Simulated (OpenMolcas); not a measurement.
3s2 3p along the 13-electron sequence

* Program: OpenMolcas 26.06
* Method: SS-CASPT2, IPEA 0.25 Eh, imaginary shift 0.1 Eh
* Basis: ANO-R3
* Scalar Hamiltonian: X2C, finite nucleus
* Spin-orbit coupling: state interaction with AMFI integrals over the reference wave functions, term energies averaged over their components

Active space for each ion: 1 electron in 3 orbitals (3p); closed shells correlated by CASPT2: 2s 2p 3s.

Computed levels in cm-1 above 2P* 1/2:

| Level | Al | Si+ | P2+ | S3+ | Cl4+ | Ar5+ |
| --- | --- | --- | --- | --- | --- | --- |
| 2P* 3/2 | 93.1 | 253 | 504 | 870 | 1383 | 2073 |
| weight of 2P* in the lowest level (%) | 100 | 100 | 100 | 100 | 100 | 100 |

Measured, with the error of the calculation in %. Measured levels: Al, Si+ from NIST Handbook of Basic Atomic Spectroscopic Data; P2+ from Martin, Zalubas and Musgrove, J. Phys. Chem. Ref. Data 14, 751 (1985); S3+ from NIST levels in Podobedova, Kelleher and Wiese, J. Phys. Chem. Ref. Data 38, 171 (2009); Ar5+ from Saloman, J. Phys. Chem. Ref. Data 39, 033101 (2010).

```csv
Level,Al,Si+,P2+,S3+,Ar5+
2P* 3/2,112 (-16.9),287 (-11.8),559 (-9.9),951 (-8.6),2208 (-6.1)
```

The fine-structure level 2P* 3/2 changes by a factor of 22.3 from Al to Ar5+. Its fourth root runs 3.11, 3.99, 4.74, 5.43, 6.10, 6.75, with steps per unit of Z of 0.88, 0.75, 0.69, 0.67, 0.65; equal steps would mean a (Z - σ)^4 law with constant σ.

With one active electron, CASPT2 adds the correlation within the correlated inactive shells and between them and that electron, and leaves the splitting within a term as the reference gives it. Computed and measured levels are paired by configuration, term and J; levels that our copy of the source lacks, or whose pairing is in doubt (as where it misses far off the trend of its configuration), stay unpaired and out of the deviations. Levels of configurations outside the active space are missing.

* marks odd parity.
